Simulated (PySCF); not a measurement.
**Exact simulation of a proton spin system**

Molecule: `F[C@@H]1OC[C@@]12CO[C@@H]2F`, C$_{5}$H$_{6}$F$_{2}$O$_{2}$.

Cartesian coordinates in Å; atom numbers follow the order of the lines, from 1:
```xyz
15

F     2.3159    0.3015   -0.6160
C     1.5101    0.2423    0.4774
O     1.6000   -0.9844    1.1278
C     0.2191   -1.2865    0.8821
C     0.0351    0.0317    0.1426
C    -1.0650    1.0582    0.3867
O    -1.3882    1.0799   -1.0074
C    -0.4552    0.0869   -1.3032
F    -1.0535   -1.0666   -1.7050
H     1.7766    1.0984    1.1244
H    -0.3553   -1.3823    1.8179
H     0.0826   -2.1907    0.2682
H    -1.9072    0.7094    1.0078
H    -0.7257    2.0425    0.7502
H     0.2642    0.3794   -2.0854
```

- PBE0-D3(BJ)/def2-SVP structure
- spin–spin couplings from B3LYP/pcJ-1 (spin–dipole term only in couplings to heteroatoms)
- σ from GIAO-B3LYP/pcSseg-1
- code: PySCF 2.14
- a single conformation, no relativistic terms, isolated molecule

Scale: 1H against TMS (reference shieldings calculated alike).

The 8-spin Hamiltonian (Zeeman plus full scalar coupling among like nuclei) was diagonalised exactly; lines are Lorentzian, 1.0 Hz wide, and the maxima above 3 % are listed with the tallest set to 100.

Peak list at 700 MHz for the spins F1/F9/H10/H11/H12/H13/H14/H15:
Hz from δ = 0 (height): 4282.3 (100), 4201.7 (100), 4136.1 (61), 4134.5 (61), 4055.5 (61), 4053.9 (61), 3436.7 (37), 3436.0 (38), 3432.2 (39), 3431.5 (39), 3428.6 (40), 3427.9 (40), 3424.1 (39), 3423.4 (39), 3240.8 (28), 3238.7 (33), 3237.8 (33), 3235.7 (29), 3232.8 (36), 3230.7 (41), 3229.8 (42), 3227.7 (35), 3171.0 (75), 3164.6 (79), 3163.0 (66), 3156.6 (60), 2984.0 (32), 2982.3 (32), 2975.9 (62), 2974.1 (62), 2967.7 (31), 2965.9 (31)

Q: Extract the chemical shifts and coupling constants behind this pattern (give the signs of the calculation).

A: 
Shifts (ppm): F1 -127.5, F9 -136.5, H10 5.85, H11 4.25, H12 4.90, H13 4.62, H14 4.52, H15 6.06.
Couplings (Hz): F1–F9: -1.5; F1–H10: 80.6; F1–H11: 8.2; F1–H12: -4.5; F1–H13: 2.0; F1–H15: 0.6; F9–H10: 1.7; F9–H11: 1.8; F9–H12: 1.1; F9–H13: -3.3; F9–H14: 6.4; F9–H15: 80.6; H10–H11: -0.4; H10–H13: -0.4; H10–H15: -0.4; H11–H12: -8.2; H11–H13: -0.4; H11–H14: -0.3; H12–H13: -0.4; H12–H15: -0.4; H13–H14: -8.0.
These are the parameters used. A line list fixes at most the relative signs, and those only where coupling is strong; other parameter sets or atom labellings may fit too, and couplings well below the line width leave little trace.
